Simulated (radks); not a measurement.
Task: These are the eigenvalues of the occupied orbitals of an atom or ion with whole-number occupations (eV). Method: scalar-relativistic Kohn-Sham, PBEsol, spin-unpolarised, spherical densities, point nucleus; computed with a radial shooting solver on a logarithmic mesh with Libxc functionals.

| orbital | eigenvalue |
|---|---|
| 1s | -3523.345 |
| 2s | -358.9804 |
| 2p | -286.0198 |
| 3s | -41.3381 |
| 3p | -24.8295 |

Which element is it, and in what charge state? The configuration may be excited.

Result: Z = 19, potassium, charge +1: K+ in [Ar]. The list shows which subshells hold electrons but not how many an open one holds; the 1s level, -129.48 hartree, gives Z - s = 16.1 by -(Z - s)^2/2, which with screening and relativity narrows Z to a few neighbours, and the depths of the outer levels then fix element, charge and occupations together.
